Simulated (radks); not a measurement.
Results of a calculation; reference values are marked as such.
Problem. The gallium ion Ga1.25+, configuration [Ar] 3d10 4s(up 1, down 0.75) (fractional occupations, a model configuration). Level of theory: non-relativistic Kohn-Sham, BLYP, spin-polarised, spherical densities, point nucleus (a radial shooting solver on a logarithmic mesh with Libxc functionals). Some entries of the table are withheld. Estimate them.

| orbital | occ. | eigenvalue (hartree) | <r> (bohr) | <1/r> (bohr^-1) |
|---|---|---|---|---|
| 1s up | 1 | -371.3715 | 0.04943 | 30.51 |
| 1s down | 1 | -371.3710 | 0.04943 | 30.51 |
| 2s up | 1 | -45.69440 | 0.2216 | 6.676 |
| 2s down | 1 | -45.69422 | 0.2216 | 6.676 |
| 2p up | 3 | -40.54100 | 0.1922 | 6.647 |
| 2p down | 3 | -40.54076 | 0.1922 | 6.647 |
| 3s up | 1 | -5.66436 | 0.6628 | 2.138 |
| 3s down | 1 | -5.66379 | 0.6627 | 2.139 |
| 3p up | 3 | -3.99355 | 0.6840 | 2.012 |
| 3p down | 3 | -3.99285 | 0.6839 | 2.013 |
| 3d up | 5 | -1.13156 | (1) | 1.658 |
| 3d down | 5 | -1.12993 | (2) | 1.660 |
| 4s up | 1 | -0.68157 | 2.209 | 0.5884 |
| 4s down | 0.75 | -0.67235 | 2.214 | 0.5876 |

Solution. 
(1) 3d up <r> (bohr): 0.8025
(2) 3d down <r> (bohr): 0.8009
